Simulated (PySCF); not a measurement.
Job file and geometry (Å, from GFN2-xTB) of an NMR shielding run on `P[SiH2]N(CC#C)C`, C$_{4}$H$_{10}$NPSi, GIAO PBE0/pcSseg-1 NMR shielding, non-relativistic, gas phase (PySCF); density fitting, a coarse starting grid and PySCF grid level 2 are the driver's defaults:

```
$ OMP_NUM_THREADS=1 python probes_run.py task.json out

{"job": {"kind": "nmr", "xc": "PBE0", "basis": "pcSseg-1"}, "charge": 0, "multiplicity": 1}
C     -3.126988     0.472902    -0.405042
C     -2.182002    -0.218689    -0.652838
C     -0.991663    -1.021967    -0.875145
N      0.135950    -0.581602    -0.081712
C     -0.026476    -0.837965     1.328778
Si     1.170215     0.632512    -0.713899
P      2.888686     0.765305     0.713517
H     -3.971923     1.066748    -0.218837
H     -1.217983    -2.068565    -0.629325
H     -0.715668    -0.963097    -1.930581
H     -0.169581    -1.909659     1.495381
H      0.872166    -0.522077     1.858769
H     -0.889125    -0.305515     1.744240
H      1.651092     0.127442    -2.006698
H      0.544585     1.950927    -0.943600
H      3.629123     1.582044    -0.116372
H      2.392594     1.843288     1.423454
```

**Question.** Write the output of this run.

**Answer.** 
```
coarse grid: 14856 points
cycle   1  E = -843.3211520898  dE =  7.379e-01  |g| = 4.117e-01  |ddm| = 3.803e+00
cycle   2  E = -843.3199972163  dE =  1.155e-03  |g| = 4.304e-01  |ddm| = 1.110e+00
cycle   3  E = -843.3623462413  dE = -4.235e-02  |g| = 9.199e-02  |ddm| = 5.729e-01
cycle   4  E = -843.3639474313  dE = -1.601e-03  |g| = 2.821e-02  |ddm| = 1.084e-01
cycle   5  E = -843.3641157321  dE = -1.683e-04  |g| = 8.538e-03  |ddm| = 3.060e-02
cycle   6  E = -843.3641257504  dE = -1.002e-05  |g| = 5.424e-03  |ddm| = 9.933e-03
cycle   7  E = -843.3641328646  dE = -7.114e-06  |g| = 8.862e-04  |ddm| = 4.285e-03
final grid: 133400 points
cycle   8  E = -843.4048899859  dE = -2.961e-05  |g| = 6.480e-03  |ddm| = 3.604e-02
cycle   9  E = -843.4048865975  dE =  3.388e-06  |g| = 7.519e-03  |ddm| = 1.533e-02
cycle  10  E = -843.4049004268  dE = -1.383e-05  |g| = 1.090e-03  |ddm| = 8.809e-03
cycle  11  E = -843.4049006731  dE = -2.463e-07  |g| = 2.177e-04  |ddm| = 1.144e-03
cycle  12  E = -843.4049006800  dE = -6.939e-09  |g| = 1.158e-04  |ddm| = 2.208e-04
cycle  13  E = -843.4049006830  dE = -2.959e-09  |g| = 4.063e-05  |ddm| = 1.084e-04
cycle  14  E = -843.4049006834  dE = -3.884e-10  |g| = 6.841e-06  |ddm| = 3.209e-05
converged SCF energy = -843.4049006834

GIAO shielding tensors (ppm)
atom      isotropic    diamagn.    paramagn.     s11        s22        s33       span
  0 C      108.428     256.298    -147.870     35.110     42.905    247.269    212.160
  1 C      101.299     267.584    -166.285     -0.402      9.649    294.650    295.051
  2 C      142.366     241.290     -98.923    119.938    132.868    174.294     54.356
  3 N      243.074     328.846     -85.773    216.816    226.373    286.032     69.216
  4 C      149.177     246.184     -97.006    126.990    137.531    183.011     56.020
  5 Si     378.538     882.010    -503.472    312.807    364.417    458.389    145.581
  6 P      618.653     968.240    -349.587    564.942    612.507    678.511    113.570
  7 H       30.040      33.732      -3.692     24.866     25.120     40.134     15.268
  8 H       28.151      27.327       0.825     22.508     27.743     34.203     11.695
  9 H       27.904      28.294      -0.390     22.735     27.879     33.098     10.362
 10 H       29.453      29.589      -0.136     25.337     26.228     36.794     11.457
 11 H       28.983      31.220      -2.238     22.377     31.190     33.380     11.003
 12 H       28.758      30.771      -2.012     24.316     27.516     34.443     10.126
 13 H       26.820      30.562      -3.742     22.888     25.415     32.157      9.269
 14 H       26.051      30.754      -4.703     21.409     25.667     31.076      9.667
 15 H       30.804      29.710       1.094     25.669     26.823     39.919     14.250
 16 H       30.541      31.212      -0.672     25.089     28.060     38.473     13.384
```

**Question.** Turn these shieldings into chemical shifts. δ = σ(ref) − σ, references computed at the same level: 13C (σ = 186.93 ppm) and 29Si (σ = 349.16 ppm) and 1H (σ = 31.72 ppm) against TMS; NH3 for 15N (σ = 267.73 ppm); 31P (σ = 318.38 ppm) against H3PO4.

**Answer.** Averaging equivalent atoms: C 1: 85.6; C 0: 78.5; C 2: 44.6; C 4: 37.7; N 3: 24.7; Si 5: -29.4; P 6: -300.3; H 13/14: 5.28; H 8/9: 3.69; H 10/11/12: 2.65; H 7: 1.68; H 15/16: 1.04 ppm. Experimental scales use liquid or dissolved standards, which lie at an offset from isolated NH3 (liquid NH3: subtract about 20 ppm) and H3PO4.

Size and cost of the density-fitted run: 183 basis functions, 30 s wall time on 1 thread of an Arm Neoverse V1, shared host; peak memory 0.82 GiB.
